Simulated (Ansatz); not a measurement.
Geometry optimisation, RKS PBE-D4/def2-SVP in Ansatz 0.2.0.

input.yaml

```yaml
crystal:
  periodic: [false, false, false]
  atoms:
    - { symbol: B, position_ang: [0.005538, 0.061009, 0.166386] }
    - { symbol: "N", position_ang: [-0.036601, 0.510458, 1.590185] }
    - { symbol: H, position_ang: [-0.905537, 0.498112, 2.12227] }
    - { symbol: H, position_ang: [0.795006, 0.617072, 2.173081] }
    - { symbol: "N", position_ang: [1.251665, 0.038238, -0.520137] }
    - { symbol: H, position_ang: [1.314939, -0.194088, -1.509867] }
    - { symbol: H, position_ang: [2.145086, 0.290716, -0.095811] }
    - { symbol: C, position_ang: [-1.370768, -0.128179, -0.605656] }
    - { symbol: H, position_ang: [-2.118636, -0.715755, -0.036322] }
    - { symbol: H, position_ang: [-1.823924, 0.871894, -0.77998] }
    - { symbol: H, position_ang: [-1.256717, -0.605659, -1.60004] }
    - { symbol: P, position_ang: [0.248086, -2.996873, 0.827171] }
    - { symbol: H, position_ang: [-0.389765, -2.632543, -0.406271] }
    - { symbol: H, position_ang: [1.536222, -2.55895, 0.365135] }
    - { symbol: H, position_ang: [-0.046095, -1.744354, 1.443857] }
basis:
  gaussian: { orbitals: def2-SVP }
hamiltonian:
  xc: pbe
  dispersion: d4
relax:
  f_tol: 0.03
  max_steps: 50
```

Run as:

```bash
$ ansatz run input.yaml --threads 4 --pin off --max-ram 5120MiB --backend cpu --events-out ev --progress --plain --runs-dir out
```

**Question.** Where does it end, and by what steps?

**Answer.** It converged. The force dipped under the threshold on the way, but the program's further checks kept it going. After 19 steps the energy has fallen by 0.293 eV; H13 moved furthest, 1.04 Å.

```csv
step,energy less start (eV),largest force component (eV/Å),accepted
0,0.0000,1.538,yes
1,-0.1938,1.104,yes
2,-0.2516,0.793,yes
3,-0.2669,0.304,yes
4,-0.2751,0.157,yes
5,-0.2814,0.178,yes
6,-0.2830,0.135,yes
7,-0.2849,0.052,yes
8,-0.2844,0.281,no
9,-0.2861,0.040,yes
10,-0.2871,0.139,yes
11,-0.2881,0.139,yes
12,-0.2894,0.087,yes
13,-0.2906,0.103,yes
14,-0.2913,0.115,yes
15,-0.2920,0.067,yes
16,-0.2925,0.018,yes
17,-0.2928,0.020,yes
18,-0.2928,0.067,yes
19,-0.2931,0.027,yes
```

```xyz
15
Properties=species:S:1:pos:R:3
B 0.008 0.284 0.126
N -0.070 0.496 1.536
H -0.959 0.533 2.029
H 0.732 0.692 2.134
N 1.272 0.263 -0.536
H 1.354 0.117 -1.539
H 2.167 0.430 -0.077
C -1.330 0.058 -0.709
H -2.029 -0.628 -0.185
H -1.873 1.018 -0.852
H -1.146 -0.365 -1.717
P 0.566 -3.393 0.963
H -0.666 -3.418 0.215
H 1.192 -2.515 0.005
H 0.130 -2.261 1.743
```

Whether the end is a true minimum wasn't checked by a vibrational analysis.

The run took 20 s on 4 threads of Intel(R) Xeon(R) Platinum 8488C (Sapphire Rapids), with other jobs on the host, peak memory 0.2 GiB.
